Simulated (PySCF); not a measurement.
ClLi (SMILES [Li][Cl]), singlet, geometry from GFN2-xTB (such geometries of metal compounds can be far from the true shape); B3LYP/cc-pVDZ run with PySCF.

The PySCF input:
```python
from pyscf import gto, scf, dft

mol = gto.Mole()
mol.atom = '''
    Li   -0.000000   -0.000000   -1.663114
    Cl    0.000000    0.000000    0.293491
'''
mol.basis = 'cc-pvdz'
mol.charge = 0
mol.spin = 0
mol.verbose = 4
mol.build()

mf = dft.RKS(mol)
mf.xc = 'b3lyp'
mf.kernel()
```

The log (banner, timings and long lists left out):

```
PySCF version 2.14.0

[INPUT] verbose = 4
[INPUT] num. atoms = 2
[INPUT] num. electrons = 20
[INPUT] charge = 0
[INPUT] spin (= nelec alpha-beta = 2S) = 0
[INPUT] symmetry False subgroup None
[INPUT] Mole.unit = angstrom
[INPUT] Symbol           X                Y                Z      unit          X                Y                Z       unit  Magmom
[INPUT]  1 Li     0.000000000000   0.000000000000  -1.663114000000 AA    0.000000000000   0.000000000000  -3.142829973930 Bohr   0.0
[INPUT]  2 Cl     0.000000000000   0.000000000000   0.293491000000 AA    0.000000000000   0.000000000000   0.554617610025 Bohr   0.0

nuclear repulsion = 13.7932989831468
number of shells = 10
number of NR pGTOs = 67
number of NR cGTOs = 32
basis = cc-pvdz
ecp = {}

******** <class 'pyscf.dft.rks.RKS'> ********
method = RKS
initial guess = minao
damping factor = 0
level_shift factor = 0
DIIS = <class 'pyscf.scf.diis.CDIIS'>
diis_start_cycle = 1
diis_space = 8
diis_damp = 0
SCF conv_tol = 1e-09
SCF conv_tol_grad = None
SCF max_cycles = 50
direct_scf = True
direct_scf_tol = 1e-13
XC library pyscf.dft.libxc version 7.1.2
    S. Lehtola, C. Steigemann, M. J. T. Oliveira, and M. A. L. Marques,  SoftwareX 7, 1–5 (2018)
XC functionals = b3lyp
    P. J. Stephens, F. J. Devlin, C. F. Chabalowski, and M. J. Frisch,  J. Phys. Chem. 98, 11623 (1994)
radial grids:
    Treutler-Ahlrichs [JCP 102, 346 (1995); DOI:10.1063/1.469408] (M4) radial grids

becke partition: Becke, JCP 88, 2547 (1988); DOI:10.1063/1.454033
pruning grids: <function nwchem_prune>
grids dens level: 3
symmetrized grids: False
atomic radii adjust function: <function treutler_atomic_radii_adjust>
small_rho_cutoff = 0
Set gradient conv threshold to 3.16228e-05
Initial guess from minao.
tot grids = 32608
init E= -467.727120471578
  HOMO = -0.393521587321248  LUMO = -0.0854319677360984  gap/eV = 8.38355
cycle= 1 E= -467.773060762895  delta_E= -0.0459  |g|= 0.352  |ddm|= 0.831
  HOMO = -0.164254742822545  LUMO = -0.0566118618555154  gap/eV = 2.92911
cycle= 2 E= -467.747903148026  delta_E= 0.0252  |g|= 0.47  |ddm|= 0.88
  HOMO = -0.254612664404471  LUMO = -0.0564273105264428  gap/eV = 5.39290
cycle= 3 E= -467.817759946378  delta_E= -0.0699  |g|= 0.0172  |ddm|= 0.469
  HOMO = -0.254189042729607  LUMO = -0.0583534999603776  gap/eV = 5.32896
cycle= 4 E= -467.817843356615  delta_E= -8.34e-05  |g|= 0.00772  |ddm|= 0.0289
  HOMO = -0.254362817226589  LUMO = -0.0579598772709209  gap/eV = 5.34440
cycle= 5 E= -467.817860843325  delta_E= -1.75e-05  |g|= 0.000748  |ddm|= 0.00633
  HOMO = -0.254627901690428  LUMO = -0.0579285143358461  gap/eV = 5.35246
cycle= 6 E= -467.817861041947  delta_E= -1.99e-07  |g|= 1.54e-05  |ddm|= 0.000956
  HOMO = -0.254632024794884  LUMO = -0.0579365352685546  gap/eV = 5.35236
cycle= 7 E= -467.817861042154  delta_E= -2.08e-10  |g|= 1.37e-06  |ddm|= 4.29e-05
  HOMO = -0.254632388432321  LUMO = -0.0579368754628058  gap/eV = 5.35236
Extra cycle  E= -467.817861042156  delta_E= -2.05e-12  |g|= 9e-07  |ddm|= 4.29e-06
converged SCF energy = -467.817861042156
```
